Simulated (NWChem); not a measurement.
System: ZrClF₃; SMILES [F][Zr]([F])([F])[Cl]

```xyz
5

Zr     0.0000     0.0000    -0.2205
F     -1.4096     1.0796    -0.8663
F      1.6398     0.6810    -0.8663
F     -0.2301    -1.7606    -0.8663
Cl     0.0000     0.0000     2.1245
```
Atoms are numbered in this order, from 1.

Level: PBE0/def2-SVP with def2 effective core potentials on Zr (NWChem), optimised geometry, unscaled harmonic frequencies. def2 effective core potentials on Zr; no spin-orbit coupling.

```tsv
frequency (cm⁻¹)	IR intensity (km/mol)
127	7.0
127	7.0
163	14.2
163	14.2
165	19.2
419	83.8
697	88.7
715	174.5
715	174.5
```

```yaml
zero_point_energy: 4.7 kcal/mol
thermal correction to the enthalpy at 298.15 K (with zero-point energy): 9.5 kcal/mol
heat capacity Cv: 19.3 cal/(mol K)
entropy at 298.15 K and 1 atm (symmetry number 3): 82.6 cal/(mol K)
```

Rigid rotor and harmonic oscillator.
